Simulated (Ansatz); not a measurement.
One change: `[NH]=[Nb]([NH2])([NH2])[OH]` becomes `[NH]=[Nb]([NH2])([NH2])[Cl]`.

Ansatz, PBE0-D4/def2-TZVP geometries, multiplicity 1. Each molecule was computed in one conformer, which needn't be the lowest.

Elements past krypton have def2 core potentials.

| property | `[NH]=[Nb]([NH2])([NH2])[OH]` |
| --- | --- |
| LUMO energy (ωB97M-V/def2-TZVPP) / eV | 1.07 |
| HOMO energy (ωB97M-V/def2-TZVPP) / eV | -9.21 |
| ideal-gas entropy at 298 K and 1 bar (rigid rotor, harmonic PBE0-D4/def2-TZVP) / J/(mol·K) | 372 |
| size of the dipole moment (ωB97M-V/def2-TZVPP) / D | 0.26 |
| HOMO energy (B3LYP/def2-TZVPP) / eV | -6.67 |
| size of the dipole moment (B3LYP/def2-TZVPP) / D | 0.29 |

Give the same properties after the change, and the shifts. (Estimate.)

Computed: 
```json
{"property": "LUMO energy (ωB97M-V/def2-TZVPP) / eV", "`[NH]=[Nb]([NH2])([NH2])[Cl]`": "0.90", "shift": "-0.17"}
{"property": "HOMO energy (ωB97M-V/def2-TZVPP) / eV", "`[NH]=[Nb]([NH2])([NH2])[Cl]`": "-9.70", "shift": "-0.49"}
{"property": "ideal-gas entropy at 298 K and 1 bar (rigid rotor, harmonic PBE0-D4/def2-TZVP) / J/(mol·K)", "`[NH]=[Nb]([NH2])([NH2])[Cl]`": "372", "shift": "0"}
{"property": "size of the dipole moment (ωB97M-V/def2-TZVPP) / D", "`[NH]=[Nb]([NH2])([NH2])[Cl]`": "3.08", "shift": "2.82"}
{"property": "HOMO energy (B3LYP/def2-TZVPP) / eV", "`[NH]=[Nb]([NH2])([NH2])[Cl]`": "-7.19", "shift": "-0.52"}
{"property": "size of the dipole moment (B3LYP/def2-TZVPP) / D", "`[NH]=[Nb]([NH2])([NH2])[Cl]`": "3.10", "shift": "2.81"}
```

With PBE0 the HOMO falls by 0.52 eV and the LUMO falls by 0.83 eV, so the gap narrows by about 0.31 eV. PBE moves the HOMO by -0.56 eV and ωB97M-V by -0.49 eV. The zero-point energy changes by -29.2 kJ/mol with -3 modes. Dipoles are sizes alone; their direction can turn.

B3LYP here is the variant with VWN-RPA as its local correlation; programs differ in this.
